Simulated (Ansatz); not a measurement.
A made-up structure of MgGeH$_{4}$, closed shell:

```
6
angstrom
Mg 0.6712 -1.4987 0.6130
Ge -0.3201 0.7138 -0.2923
H 1.3239 -2.9561 1.2091
H 0.0469 -1.6660 2.2069
H 0.6112 1.4548 -1.2812
H -0.6344 1.7523 0.8110
```

It is relaxed with PBE-D4/def2-SVP and then PBE0-D4/def2-TZVP (Ansatz 0.2.0). Atoms count as bonded within 1.22 times the sum of their covalent radii (H–H: 0.88 Å). The end point is not checked to be a true minimum.

Problem. Does its bonding change? (Judge from chemistry; the calculation decides.)

Solution. By the calculation: Yes. Formed: Ge2–H4; broken: Mg1–H4.

Where it ends: The first stage lowers the energy by 3.45 eV in 22 steps. It ends as MgGeH₄ ([MgH][GeH3]):
```tsv
atom	x (Å)	y (Å)	z (Å)
Mg1	0.6034	-2.0897	0.5011
Ge2	0.1310	0.4542	0.5657
H3	0.9135	-3.7651	0.4574
H4	0.6315	1.1500	1.8540
H5	0.7915	1.2394	-0.5926
H6	-1.3722	0.8112	0.4807
```

Labels in which every atom is bracketed show which atoms are joined, not bond orders.

For scale, one of the runs: PBE0-D4/def2-TZVP relaxation, 104 basis functions, launched by `ansatz run in.yaml --threads 2 --pin off --events-out ev --progress --plain --max-ram 4352MiB`. Hardware: 2 CPU threads of an Intel Xeon 6975P-C, shared host. Wall time about 3 s.
